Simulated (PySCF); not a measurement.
C5H7O, SMILES O=C1[CH]CCC1, multiplicity 2. Geometry optimised at PBE-D3(BJ)/def2-SVP. The isomer is the one that the SMILES or the coordinates give; other isomers of the formula were not compared. The values are those of a single conformer.

Computed with PySCF 2.14.0 with PBE-D3(BJ)/def2-SVP.

Harmonic wavenumbers (cm⁻¹): 145, 190, 444, 463, 578, 609, 670, 773, 824, 845, 890, 930, 954, 1013, 1060, 1150, 1160, 1167, 1239, 1258, 1296, 1311, 1360, 1380, 1421, 1641, 2891, 2973, 2989, 3000, 3053, 3059, 3146. Rotational constants (GHz): 7.049, 3.340, 2.400; symmetry number 1.

### Question
Work out the zero-point energy and the ideal-gas rigid-rotor harmonic-oscillator thermochemistry at 298.15 K and 1 atm.

### Answer
ZPE = ½ Σ hcν = ½ × 45884 cm⁻¹ = 274.45 kJ/mol. H − E(el) = 291.65 kJ/mol. Entropy in J/(mol K): translation 163.87, rotation 109.39, vibration 38.76, spin 5.76, total 317.79. G − E(el) = 196.90 kJ/mol. Cp = 96.61 J/(mol K). Modes under 150 cm⁻¹ make the vibrational entropy uncertain.
